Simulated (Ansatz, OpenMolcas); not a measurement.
Predicting a hybrid from its neighbours: C2H4AlFO

C2H4AlFO has 9 atoms, charge 0, and is taken as a singlet. SMILES: `C=C[O][AlH][F]`. The coordinates come from a PBE0-D4/def2-TZVP relaxation. This is one conformer, not always the lowest.

The HOMO–LUMO gap y, in eV, basis def2-SVP; a is the functional's share of exact exchange. Programs: Ansatz 0.2.0, OpenMolcas 26.06.

| functional | program | a | y (eV) |
| --- | --- | --- | --- |
| TPSS | OpenMolcas | 0 | 4.53 |
| BLYP | OpenMolcas | 0 | 4.22 |
| B3LYP | OpenMolcas | 0.2 | 5.79 |
| PBE0 | Ansatz | 0.25 | ? |
| BHLYP | OpenMolcas | 0.5 | 8.06 |

Fit y = c + s·a to the known rows and predict PBE0.


1. Means of the 4 rows: a = 0.1750, y = 5.650.
2. Σ(Δa)² = 0.1675, Σ(Δa·Δy) = 1.233, so the slope is 1.233/0.1675 = 7.3612.
3. Intercept: 5.650 − (7.3612) × 0.1750 = 4.362. The largest residual of the fit is 0.17.
4. PBE0: 4.362 + (7.3612) × 0.25 = 6.20 eV.

The run gave 6.29 eV, so the prediction is off by -0.09 eV, within the largest residual. Exact exchange lowers occupied levels and raises empty ones. The rows mix families of semi-local functionals, which the line can't see.
